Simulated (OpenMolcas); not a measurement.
A calculation on Hf.

```
Program             : OpenMolcas 26.06
Method              : CASSCF
Basis               : ANO-RCC-VQZP [9s8p6d4f3g2h]
Scalar Hamiltonian  : DKH2, point nucleus
Active space        : 4 electrons in 6 orbitals (5d 6s)
State averaging     : 2S+1 = 3 even, 19 roots; 2S+1 = 5 even, 10 roots kept (CI in the orbitals of an earlier block); 2S+1 = 1 even, 14 roots kept (CI in the orbitals of an earlier block)
Spin-orbit coupling : state interaction with AMFI integrals over the reference wave functions, term energies averaged over their components
```

(1) Which level of the active space comes out lowest?

(2) How high does 5d2 6s2 3P2 [69 %] lie?

(3) How high does 5d3 6s 5F2 lie?

(4) How high does 5d3 6s 5F1 lie?

(5) The level at 8622 cm-1 has J = 2. What is it made of, and what is its g factor?

Measured values: NIST Handbook of Basic Atomic Spectroscopic Data.

## Answers

(1) 5d2 6s2 3F2, with 93 % of that term; it is also the measured ground level.

(2) 5028 cm-1 above the lowest level.

(3) 9433 cm-1 above the lowest level.

(4) 8823 cm-1 above the lowest level.

(5) 67 % 5d2 6s2 1D2, 30 % 5d2 6s2 3P, 3 % 5d2 6s2 3F; g = 1.141, against 1.000 from Landé's formula for the pure leading term.

Without dynamic correlation excited terms often stand tens of per cent too high (terms of higher spin than the ground term too low), and those without a measured partner can miss by more than the paired ones. Terms from blocks run as CI alone lack orbitals of their own. A single d shell beside an s shell can misplace configurations of different d count against each other. Computed and measured levels are paired by configuration, term and J; levels that our copy of the source lacks, or whose pairing is in doubt (as where it misses far off the trend of its configuration), stay unpaired and out of the deviations. Levels of configurations outside the active space are missing.

A share in square brackets marks a mixed level and gives the weight of the term that names it.
